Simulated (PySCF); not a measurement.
# Quadrupolar nuclei of `C[C@@H]1C[C@H](F)[C@@H]2O[C@@H]21` in NMR

Compound: C6H9FO.
Atom-mapped SMILES: `[CH3:1][C@@H:2]1[CH2:3][C@H:4]([F:5])[C@@H:6]2[O:7][C@H:8]12` (hydrogens: H9, H10, H11 on C1; H12 on C2; H13, H14 on C3; H15 on C4; H16 on C6; H17 on C8)

Geometry (GFN2-xTB, Å), atoms numbered from 1 in this order:
```
atom  x, y, z in Å
C1     2.0021   -0.4237    0.4206
C2     0.7186   -0.2263   -0.3757
C3     0.0607    1.1436   -0.1339
C4    -1.4393    0.9263   -0.3634
F5    -2.1979    1.8203    0.3555
C6    -1.6680   -0.5145    0.0555
O7    -1.0138   -0.8946    1.2305
C8    -0.3764   -1.2033    0.0267
H9     2.4327   -1.3991    0.2063
H10    1.7887   -0.3665    1.4853
H11    2.7303    0.3422    0.1654
H12    0.9199   -0.3628   -1.4437
H13    0.1953    1.4362    0.9082
H14    0.4669    1.9243   -0.7730
H15   -1.7322    1.0566   -1.4135
H16   -2.6171   -0.9914   -0.1506
H17   -0.2773   -2.2554   -0.2101
```

Computed at PBE0/pcSseg-1 (PySCF, non-relativistic):

```json
{"atom": "O7", "environment": "epoxide oxygen", "nucleus": "17O", "spin I": "5/2", "Q (b)": "-0.0256", "CQ = χzz (MHz)": "13.142", "η": "0.076"}
```

Q: Work back to Vxx, Vyy and Vzz; CQ/MHz = 234.96 (Q/b)(Vzz/au).

A: Vxx = −Vzz(1 − η)/2 and Vyy = −Vzz(1 + η)/2, in au:

| atom | Vxx (au) | Vyy (au) | Vzz (au) | Vzz (10²¹ V/m²) |
| --- | --- | --- | --- | --- |
| O7 | 1.009 | 1.176 | -2.185 | -21.23 |

Q: PQ = |CQ|√(1 + η²/3), νQ = 3|CQ|/[2I(2I − 1)], ν0 = |g|·7.62259 MHz/T·B with g(17O) = −0.75752: values at 7.05 T?

A: 
```tsv
atom	PQ (MHz)	νQ (MHz)	ν0 (MHz)	νQ/ν0
O7	13.16	1.971	40.71	0.048
```

For O7: PQ = 13.14 × 1.0010, νQ = 13.14 × 0.1500, ν0 = 5.7742 MHz/T × 7.05 T.

Q: For half-integer spins with νQ below a tenth of ν0, find the second-order shift of the centre of gravity of the central transition at 7.05 and 14.1 T.

A: δ = −(3/40)(PQ/ν0)² [I(I + 1) − 3/4]/[I²(2I − 1)²], in ppm:

```tsv
site	7.05 T	14.1 T
17O at O7	-627	-157
```

Isolated species at its GFN2-xTB geometry (one conformer only). GFN2-xTB bond lengths can be off by several hundredths of an ångström, more for odd bonds, and the gradients follow them. These gradients aren't converged with respect to the basis.
